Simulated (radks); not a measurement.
Cl I, configuration [Ne] 3s2 3p5.

Calculated with a radial shooting solver on a logarithmic mesh with Libxc functionals: scalar-relativistic Kohn-Sham, PBE, spin-polarised, spherical densities, finite nucleus; open shells are filled with parallel spins first; Fermi nuclear charge, rms radius 3.3654 fm.

Energy parts (eV):
total: -12556.445
kinetic: 12612.930
electron-nucleus: -29943.475
Hartree: 5538.240
exchange-correlation: -764.141

Orbitals (lengths in bohr, moments of r in powers of bohr):
| orbital | occ. | eigenvalue (eV) | <1/r> | <r^2> |
|---|---|---|---|---|
| 1s up | 1 | -2751.335 | 16.68 | 0.01114 |
| 1s down | 1 | -2751.178 | 16.68 | 0.01114 |
| 2s up | 1 | -252.7282 | 3.308 | 0.2345 |
| 2s down | 1 | -252.5851 | 3.308 | 0.2344 |
| 2p up | 3 | -191.6912 | 3.206 | 0.2064 |
| 2p down | 3 | -191.4868 | 3.205 | 0.2063 |
| 3s up | 1 | -21.1349 | 0.9019 | 2.733 |
| 3s down | 1 | -20.1660 | 0.8999 | 2.760 |
| 3p up | 3 | -8.9964 | 0.7487 | 4.037 |
| 3p down | 2 | -8.1194 | 0.7403 | 4.187 |

The highest occupied level is 3p down at -8.119 eV. Spin moment in Bohr magnetons: 1.
